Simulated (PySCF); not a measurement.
# GeO at PBE0

Computed with PBE0; Ge pcseg-1, O pcseg-1; no relativity (PySCF 2.14).

| Item | Value |
| --- | --- |
| state | triplet, unpaired electrons π ↑↑, a mixture of terms (⟨Lz²⟩ = 2.0), a second solution, started from another occupation |
| bond length | 1.886 Å |
| harmonic wavenumber | 621 cm⁻¹ |
| force constant | 2.98 mdyn/Å |
| rotational constant Be | 0.3603 cm⁻¹ |
| anharmonicity ωexe | 2.76 cm⁻¹ |
| vibration–rotation constant αe | 0.00241 cm⁻¹ |
| energy of the minimum from ground-state Ge + O | -3.25 eV |
| bond order (Mayer) | 0.99 |
| dipole moment (positive dipole means Ge(−)O(+)) | -1.76 D |

Spin–orbit coupling is left out.
